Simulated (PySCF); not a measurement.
Isomers of C5H6O2Si. Computed, not measured: PySCF 2.14.0, density-fitted response routines, TDDFT PBE0/def2-SVPD, vertical, gas phase, core orbitals frozen in the response. Geometries: GFN2-xTB; one conformer of each isolated species. Triplets are in the Tamm–Dancoff approximation. 'Strongest' means the level of largest summed f among the lowest 8 singlets; it needn't be the same kind of state in each.

Question: Rank by computed lowest triplet energy, lowest first.
A. `O=C1C=CC(=O)C1[SiH3]`
B. `C(=O)C(C#C[SiH2]C)=O`
C. `O=COC1=C[SiH2]C=C1`
D. `C[SiH]1C(=O)C=CC1=O`

Answer: D (1.74 eV), B (2.01 eV), A (2.56 eV), C (2.69 eV).

```
              SMILES  T1 (eV)  LUMO (eV)  α (au)  gap (eV)  first f ≥ 0.01 (nm)  f (strongest)  S1 mainly
 C[SiH]1C(=O)C=CC1=O     1.74      -2.82    89.5      3.85                  225           0.15  H→L (97%)
  C[SiH2]C#CC(=O)C=O     2.01      -3.35    94.4      4.54                  264           0.16  H→L (98%)
O=C1C=CC(=O)C1[SiH3]     2.56      -2.88    86.9      4.72                  225           0.24  H→L (98%)
  O=COC1=C[SiH2]C=C1     2.69      -1.75    88.4      5.19                  286           0.27  H→L (98%)
```

H and L stand for HOMO and LUMO.

- `C[SiH]1C(=O)C=CC1=O`: Löwdin shares by element: HOMO oxygen 51%, silicon 14%, carbon 11% or more (atoms not listed hold the other 24%); LUMO carbon 40% or more, oxygen 29% (atoms not listed hold the other 32%).
- `C[SiH2]C#CC(=O)C=O`: Löwdin shares by element: HOMO oxygen 64%, carbon 25% or more; LUMO oxygen 43%, carbon 36% or more (atoms not listed hold the other 22%).
- `O=C1C=CC(=O)C1[SiH3]`: Löwdin shares by element: HOMO oxygen 63%, carbon 19% or more (atoms not listed hold the other 18%); LUMO carbon 38% or more, oxygen 30% (atoms not listed hold the other 32%).
- `O=COC1=C[SiH2]C=C1`: Löwdin shares by element: HOMO carbon 83% or more (atoms not listed hold the other 17%); LUMO carbon 66% or more (atoms not listed hold the other 34%).
